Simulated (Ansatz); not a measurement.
Process, species as SMILES: F[C]Cl (closed-shell singlet) → C atom + Cl atom + F atom
B3LYP-D3(BJ)/def2-TZVP geometries, fixed; electronic energies without zero-point terms.

Basis-set convergence of the atomisation energy at PBE with Ansatz (a quantum-chemistry and plane-wave program). Cartesian d functions, on some or all atoms, in 6-31+G*, 6-311G**; all else is spherical. The program fits the integrals of some runs and decomposes those of others, by size. Open shells are unrestricted. No added dispersion term, no relativity. Functions are those of the species that has most. Reference: the value in aug-cc-pV(5+d)Z, 233.49 kcal/mol, itself unsure by roughly 0.05 kcal/mol (its mean distance from pcseg-4, aug-pcseg-3, aug-cc-pV(Q+d)Z). Deviations are taken from unrounded values.

```json
[
 {"basis": "STO-3G", "functions": "19", "atomisation energy (kcal/mol)": "256.39", "minus reference (kcal/mol)": "22.90"},
 {"basis": "3-21G", "functions": "31", "atomisation energy (kcal/mol)": "209.82", "minus reference (kcal/mol)": "-23.68"},
 {"basis": "def2-SVP", "functions": "46", "atomisation energy (kcal/mol)": "236.52", "minus reference (kcal/mol)": "3.02"},
 {"basis": "cc-pV(D+d)Z", "functions": "51", "atomisation energy (kcal/mol)": "232.06", "minus reference (kcal/mol)": "-1.43"},
 {"basis": "6-31+G*", "functions": "61", "atomisation energy (kcal/mol)": "227.53", "minus reference (kcal/mol)": "-5.96"},
 {"basis": "6-311G**", "functions": "63", "atomisation energy (kcal/mol)": "228.80", "minus reference (kcal/mol)": "-4.70"},
 {"basis": "def2-SVPD", "functions": "70", "atomisation energy (kcal/mol)": "232.69", "minus reference (kcal/mol)": "-0.80"},
 {"basis": "aug-cc-pV(D+d)Z", "functions": "78", "atomisation energy (kcal/mol)": "230.01", "minus reference (kcal/mol)": "-3.48"},
 {"basis": "6-311++G(2d,2p)", "functions": "89", "atomisation energy (kcal/mol)": "230.96", "minus reference (kcal/mol)": "-2.53"},
 {"basis": "jun-cc-pV(T+d)Z", "functions": "126", "atomisation energy (kcal/mol)": "232.70", "minus reference (kcal/mol)": "-0.79"},
 {"basis": "def2-QZVPPD", "functions": "208", "atomisation energy (kcal/mol)": "233.12", "minus reference (kcal/mol)": "-0.37"},
 {"basis": "aug-pcseg-3", "functions": "259", "atomisation energy (kcal/mol)": "233.45", "minus reference (kcal/mol)": "-0.04"},
 {"basis": "aug-cc-pV(5+d)Z", "functions": "390", "atomisation energy (kcal/mol)": "233.49", "minus reference (kcal/mol)": "0.00"}
]
```

The smallest set listed that lies within 4 kcal/mol of the reference with all its larger relatives (same family, alike in diffuse functions; a set with none counts only in the reference's own line) is def2-SVP (46 functions, 3.02 kcal/mol off). Inside, with no larger relative to test it: aug-pcseg-3. (Relatives not listed, tested too: cc-pV(T+d)Z 0.35, def2-TZVP 0.03, def2-TZVPP 0.02, def2-TZVPD -0.42, 6-311++G(3df,3pd) 1.06, def2-TZVPPD -0.43, aug-cc-pV(T+d)Z -0.59, cc-pV(Q+d)Z 0.40, def2-QZVP -0.45, def2-QZVPP -0.45, aug-cc-pV(Q+d)Z 0.02, cc-pV(5+d)Z -0.05 kcal/mol.)
